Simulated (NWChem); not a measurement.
System: C$_{3}$H$_{5}$ClSi; SMILES ClC1=CC[SiH2]1

```xyz
10

Cl     0.0978    -2.0658     0.0000
C     -0.1005    -0.3636     0.0000
C     -1.2542     0.3372     0.0000
C     -0.8825     1.8084     0.0000
Si     0.9271     1.2009     0.0000
H     -2.2749    -0.0688     0.0000
H     -1.2208     2.3577    -0.8939
H     -1.2208     2.3577     0.8939
H      1.7490     1.4839    -1.2149
H      1.7490     1.4839     1.2149
```
Atoms are numbered in this order, from 1.

Program: NWChem. Medium grid unless said otherwise, to which SCAN and Minnesota functionals are sensitive. Coordinates come from a PBE0/def2-SVP optimisation. Total energies of different functionals are on different scales.

```csv
level,energy (Ha),highest occupied level (eV),orbital gap (eV),dipole (D)
PBE/def2-TZVP,-866.5476,…,…,…
B3LYP/def2-TZVP,-867.0790,-7.07,6.42,1.70
PBE0/def2-TZVP,-866.6263,-7.31,6.86,1.74
CAM-B3LYP/def2-TZVP,-866.9896,-8.57,9.30,1.76
M06-2X/def2-TZVP,-866.9503,-8.46,8.93,1.82
```

### Question
What belongs in the gaps?

### Answer

- PBE/def2-TZVP, highest occupied level (eV): -6.19
- PBE/def2-TZVP, orbital gap (eV): 4.76
- PBE/def2-TZVP, dipole (D): 1.63
